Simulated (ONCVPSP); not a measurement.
## PBEsol ONCV dataset for thulium (Tm), scalar-relativistic all-electron reference.

- Element: thulium (Tm)
- Generator: ONCVPSP 4.0.1
- Type: optimised norm-conserving Vanderbilt (ONCV)
- Functional: PBEsol
- Relativity: scalar-relativistic
- Frozen core: [Kr] 4d10
- Valence charge: 23
- Reference configuration: 4f13 5s2 5p6 6s2
- Partial waves: 5s+6s: rc 1.65 bohr, ncon 3, nbas 7, qcut 6 1/bohr, 2 projectors; 5p: rc 2.05 bohr, ncon 3, nbas 8, qcut 6.7 1/bohr, 2 projectors, debl 2.1 Ha; d scattering state at 0.14 Ha: rc 2.10 bohr, ncon 5, nbas 8, qcut 4.1 1/bohr, 2 projectors, debl 2.6 Ha; 4f: rc 0.80 bohr, ncon 4, nbas 8, qcut 21.3 1/bohr, 2 projectors, debl 0.7 Ha
- Local potential: polynomial inside 0.70 bohr (lpopt 1, dvloc0 -1 Ha)
- Core correction: Teter function, fcfact 5.5, rcfact 1.45

In the d channel the program set the typed energies aside and used 0.050, 2.650 Ha.

All-electron outer shells of the reference configuration (PBEsol, scalar-relativistic, ld1.x):

| shell | level (eV) | outermost node (bohr) | outermost maximum (bohr) |
| --- | --- | --- | --- |
| 5s | -53.42 | 0.59 | 1.10 |
| 5p | -26.94 | 0.64 | 1.26 |
| 6s | -3.89 | 1.49 | 3.33 |
| 4f | -3.14 | – | 0.50 |

What the tests gave:

```json
{"Cutoffs needed": "193 Ha and 320 Ha (the cutoffs (Ha) at which the residual kinetic energy of the hardest occupied pseudo-wave falls to 1 and 0.1 mHa per electron)", "Ghost test": "ghosts flagged at negative energy: s at -338.6 eV, p at -21.9 eV; GHOST(+) flagged for d at 221.5 eV; a true bound ghost makes a file unfit for plane-wave use", "Configuration tests": "tests left out (the all-electron energies of this program are off by 10 to 40 meV for near-neutral 4f atoms)", "rms error of d²Exc/dni dnj": "5.33 mHa without and 2.03 mHa with the model core"}
```

Generation and tests took about 5.5 s on one core of a shared server CPU.
